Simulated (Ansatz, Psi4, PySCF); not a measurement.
C₃H₇O (SMILES [CH2]C(C)O), doublet, at a GFN2-xTB geometry. Base run: CCSD(T)/STO-3G in PySCF.

PySCF was given this input:
```python
from pyscf import gto, scf, cc

mol = gto.Mole()
mol.atom = '''
    O    -0.05892672    1.35633054   -0.11322781
    C    -0.02863471    0.02565496    0.35439911
    H     0.82063304    1.73921461   -0.02733603
    H     0.14012484    0.02515463    1.45324908
    C    -1.32028118   -0.61414156    0.06029069
    C     1.14796001   -0.75883329   -0.27258888
    H     1.05098018   -0.75215105   -1.35533659
    H    -2.03739428   -0.10086714   -0.54501858
    H     2.09748678   -0.30189391    0.00291482
    H    -1.53264840   -1.58991250    0.44633478
    H     1.13796680   -1.78626957    0.07840942
'''
mol.basis = 'sto-3g'
mol.spin = 1
mol.verbose = 4
mol.build()

mf = scf.UHF(mol)
mf.kernel()

mycc = cc.CCSD(mf)
mycc.kernel()
et = mycc.ccsd_t()
print('E(CCSD(T)) = %.10f' % (mycc.e_tot + et))
```

The same geometry, method and basis name were run in Ansatz (a first-principles code) and Psi4 and PySCF, at each program's defaults and at the settings that a row names. The base is PySCF at its defaults. Differences at the defaults can come from grids, fitting, cores and function types together.

```csv
code and settings,ΔE vs base (µEh),basis functions,E (Eh),SCF cycles
"PySCF, defaults (exact integrals, spherical functions, all electrons correlated)",0.0,27,-190.29724,11
"Psi4, defaults (exact integrals, spherical functions, all electrons correlated)",0.0,27,-190.29724,14
"Ansatz, defaults (factorised integrals, spherical functions, frozen core)",1309,27,-190.29593,-
"PySCF, frozen core",1288,27,-190.29595,11
"Psi4, exact integrals, spherical functions, frozen core",1288,27,-190.29595,14
"Ansatz, high accuracy, frozen core",1288,27,-190.29595,-
```

Open shells are given as the SCF converged; they aren't shown to be the lowest states, and a large step between rows can be another state.
